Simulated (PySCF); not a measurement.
# C5H8NOSi: g tensor and hyperfine couplings

Species: C5H8NOSi (doublet state).
Z-matrix (Å and degrees, GFN2-xTB geometry), rows numbered from 1:
```
N 
C   1  1.1479
C   2  1.4234  1  174.32
C   3  1.5327  2  111.32  1  -100.93
C   4  1.5286  3  108.47  2    75.45
C   5  1.5294  4  108.85  3    53.17
Si  6  1.9185  5  103.78  4   -38.91
O   7  1.6222  3  112.51  2    15.66
H   3  1.0902  2  109.09  1   135.38
H   4  1.0922  3  108.75  2  -165.54
H   4  1.0926  3  111.13  2   -46.52
H   5  1.0917  4  110.48  3   175.50
H   5  1.0936  4  108.74  3   -66.38
H   6  1.0890  5  111.37  4  -160.39
H   6  1.0893  5  109.73  4    81.04
H   8  0.9608  7  124.00  3   -28.29
```

The hyperfine couplings belong to this conformer and change with its torsions.

As a line formula: `N#C[C@H]1CCC[Si]1O` [radical].

Computed with UKS B3LYP, pcH-1 on C H N O Si, non-relativistic, mean-field spin-orbit, GIAO (PySCF). The structure is a single GFN2-xTB conformer in the gas phase; no vibrational or solvent corrections. A GFN2-xTB geometry isn't a minimum of the functional, and hyperfine couplings can be far from their values at a DFT geometry, by a factor of two or more for some ions and for spin on atoms past the first row. No stability test was run, so a lower SCF solution isn't excluded.

* g1, g2, g3: 2.00192, 2.00218, 2.00302
* g_iso: 2.00238
* Form of g: rhombic: the two nearest values differ by 24 % of g3 − g1
* ⟨S²⟩: 0.7514 (exact 0.7500)
* α and β electrons: 34, 33
* HOMO–LUMO gap, α and β orbitals: 6.06, 4.93 eV
* Total energy: -614.84377 Eh

Isotropic coupling and dipolar principal values T1 to T3, in MHz:

```
atom  isotope   a_iso  of which spin–orbit      T1    T2    T3  Mulliken spin population
  N1      14N     0.8                  0.0    -0.9  -0.8   1.7                      0.02
  C2      13C     8.3                  0.0    -1.3  -0.8   2.1                      0.00
  C3      13C    49.8                  0.0    -5.3  -4.3   9.7                      0.02
  C4      13C     6.8                  0.0    -1.0  -0.8   1.8                      0.00
  C5      13C    17.1                  0.0    -2.2  -1.7   3.8                      0.01
  C6      13C    67.5                  0.0   -10.2  -9.1  19.3                      0.06
 Si7     29Si  -683.4                  1.0  -150.9  74.2  76.7                      0.84
  O8      17O   -90.0                 -0.1   -12.3   5.3   7.0                      0.02
  H9       1H     4.2                  0.0    -4.5  -2.8   7.4                      0.00
 H10       1H    -0.6                  0.0    -2.1  -1.5   3.6                      0.00
 H11       1H     3.1                  0.0    -1.4  -0.9   2.2                      0.00
 H12       1H    19.2                  0.0    -1.9  -0.7   2.6                      0.01
 H13       1H    -0.8                  0.0    -2.1  -1.3   3.4                      0.00
 H14       1H     4.1                  0.0    -5.6  -1.3   7.0                      0.00
 H15       1H     0.8                  0.0    -6.4  -3.3   9.7                      0.00
 H16       1H    51.4                  0.0    -4.2  -3.1   7.2                      0.03
```

The largest Mulliken spin population is on Si7 (+0.84). The angles at Si7 add up to 321.5°, so it is pyramidal.

Under fast tumbling the dipolar parts average out, and these isotropic splittings remain: 1 × 1H (H16, I = 1/2, 2 lines) with 1.83 mT, 1 × 1H (H12, I = 1/2, 2 lines) with 0.69 mT, 1 × 1H (H9, I = 1/2, 2 lines) with 0.15 mT, 1 × 1H (H14, I = 1/2, 2 lines) with 0.15 mT and 1 × 1H (H11, I = 1/2, 2 lines) with 0.11 mT.

The 17O coupling of O8 (-90.0 MHz) shows only in satellite lines or after enrichment, since that isotope makes up about 0.038 % of natural oxygen.

The 29Si coupling of Si7 (-683.4 MHz) shows only in satellite lines or after enrichment, since that isotope makes up about 4.7 % of natural silicon.
